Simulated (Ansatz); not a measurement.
Geometry optimisation of BiH2F.

```yaml
crystal:
  periodic: [false, false, false]
  atoms:
    - {symbol: Bi, position_ang: [0.030400, 0.066290, 0.814470]}
    - {symbol: H, position_ang: [1.463220, 0.046060, -0.222010]}
    - {symbol: H, position_ang: [-0.640490, 1.312350, -0.245560]}
    - {symbol: F, position_ang: [-0.853130, -1.424700, -0.346900]}
basis:
  gaussian: {orbitals: def2-TZVP}
hamiltonian: {xc: pbe, dispersion: d4}
scf: {omitted_lower_state_checks: [starts]}
output: {orbitals: {seedname: orbitals}}
relax: {f_tol: 0.02, max_steps: 100}
```

```sh
$ ansatz run in.yaml --threads 2 --pin off --events-out ev --progress --plain --max-ram 4352MiB
```

It prints (some lines left out):

```
Functional definition: PBE
  name "PBE"
  cite "Perdew, Burke & Ernzerhof, Phys. Rev. Lett. 77, 3865 (1996) doi:10.1103/PhysRevLett.77.3865"
  parent pbe
  parameter kappa = 0.804
  parameter beta = 0.06672455060314922
  exchange = pbe_x(kappa = kappa, mu = beta*pi^2/3)
  correlation = pbe_c(beta = beta)
these checks for a lower state are left out or cut short: starts
mean field -8589.35815496 eV, -315.6530901187 hartree, gradient 5.2e-5 eV, S^2 0.000000; 0 other end points of the search recorded, 0 dependent functions left out
the calculation of the forces begins
relax step   1: F+E_penalty+E_count = -8589.41061839 eV  Δ(F+E_penalty+E_count) = +0.000e0 eV  max|allowed force component| = 8.329e-1 eV/Å  Δτ_max = 0.0000 Å  (24 SCF iters, accepted)
these checks for a lower state are left out or cut short: starts, cluster_reference, orbital_swaps, neighbouring_geometries, increment
mean field -8589.36636477 eV, -315.6533918238 hartree, gradient 2.2e-5 eV, S^2 0.000000; 0 other end points of the search recorded, 0 dependent functions left out
the calculation of the forces begins
relax step   2: F+E_penalty+E_count = -8589.41827008 eV  Δ(F+E_penalty+E_count) = -7.652e-3 eV  max|allowed force component| = 4.460e-1 eV/Å  Δτ_max = 0.1422 Å  (29 SCF iters, accepted)
these checks for a lower state are left out or cut short: starts, cluster_reference, orbital_swaps, neighbouring_geometries, increment
mean field -8589.40956018 eV, -315.6549792258 hartree, gradient 2.2e-5 eV, S^2 0.000000; 0 other end points of the search recorded, 0 dependent functions left out
the calculation of the forces begins
relax step   3: F+E_penalty+E_count = -8589.46185470 eV  Δ(F+E_penalty+E_count) = -4.358e-2 eV  max|allowed force component| = 7.599e-2 eV/Å  Δτ_max = 0.0850 Å  (27 SCF iters, accepted)
these checks for a lower state are left out or cut short: starts, cluster_reference, orbital_swaps, neighbouring_geometries, increment
mean field -8589.40988480 eV, -315.6549911552 hartree, gradient 1.3e-5 eV, S^2 0.000000; 0 other end points of the search recorded, 0 dependent functions left out
the calculation of the forces begins
relax step   4: F+E_penalty+E_count = -8589.46218036 eV  Δ(F+E_penalty+E_count) = -3.257e-4 eV  max|allowed force component| = 3.731e-3 eV/Å  Δτ_max = 0.0044 Å  (28 SCF iters, accepted)
these checks for a lower state are left out or cut short: starts
mean field -8589.40988480 eV, -315.6549911552 hartree, gradient 1.4e-5 eV, S^2 0.000000; 0 other end points of the search recorded, 0 dependent functions left out
the calculation of the forces begins
Total energy: -8589.46221563 eV, -315.6569142777 hartree
Atom 0 at     0.008615     0.029031     0.784569 Å, force     0.000860     0.001547     0.003731 eV/Å
Atom 1 at     1.524423     0.055718    -0.219183 Å, force     0.001430     0.000398    -0.000848 eV/Å
Atom 2 at    -0.660835     1.370681    -0.243876 Å, force    -0.000285     0.001499    -0.000846 eV/Å
Atom 3 at    -0.872203    -1.455430    -0.321509 Å, force    -0.002005    -0.003443    -0.002037 eV/Å
Dipole moment:     0.229989     0.392123     0.529661 e Å
Checks for a lower state left out: starts
```

Run time 4 s (2 threads of Arm Neoverse V1 on a shared host).

In the def2 sets Bi takes a core potential; there is no spin–orbit coupling.
